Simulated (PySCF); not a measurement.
H4AlCl3O4Si2, SMILES [Si](Cl)(Cl)(O[SiH2][O][Al]([OH])[OH])Cl, PBE0/def2-SVP optimised geometry.

```
14

Si    -0.70    -0.63     0.00
Cl     1.33    -0.63     0.00
Cl    -1.39    -1.44    -1.73
Cl    -1.33     1.37     0.00
O     -1.32    -1.37     1.29
Si    -1.95    -1.09     2.84
O     -2.09     0.51     3.04
Al    -1.46     2.06     2.62
O      0.20     2.27     2.86
O     -2.49     3.40     2.44
H     -0.99    -1.72     3.79
H     -3.27    -1.76     2.87
H      0.64     3.11     2.76
H     -3.45     3.36     2.44
```

Density from PBE0/def2-TZVP run with PySCF at that geometry.

Minimum of the electron density along straight lines between bonded atoms, close to the bond critical point (lines longer than 1.1 times the sum of covalent radii, or with two minima, are not listed):

```
bond     length / Å  ρ at the minimum / e bohr⁻³  ∇²ρ there / e bohr⁻⁵  position (fraction from the first atom)
-------  ----------  ---------------------------  --------------------  ---------------------------------------
Si1–Cl2       2.029                        0.107                  0.23                                     0.36
Si1–Cl3       2.031                        0.107                  0.23                                     0.36
Si1–Cl4       2.097                        0.094                  0.17                                     0.36
Si1–O5        1.608                        0.150                  0.95                                     0.42
O5–Si6        1.696                        0.117                  0.67                                     0.59
Si6–O7        1.624                        0.144                  0.90                                     0.41
O7–Al8        1.719                        0.101                  0.73                                     0.57
Al8–O9        1.697                        0.111                  0.79                                     0.43
Al8–O10       1.697                        0.110                  0.80                                     0.43
Si6–H11       1.486                        0.126                  0.13                                     0.49
Si6–H12       1.485                        0.126                  0.13                                     0.49
O9–H13        0.958                        0.358                 -2.44                                     0.81
O10–H14       0.957                        0.358                 -2.45                                     0.81
```
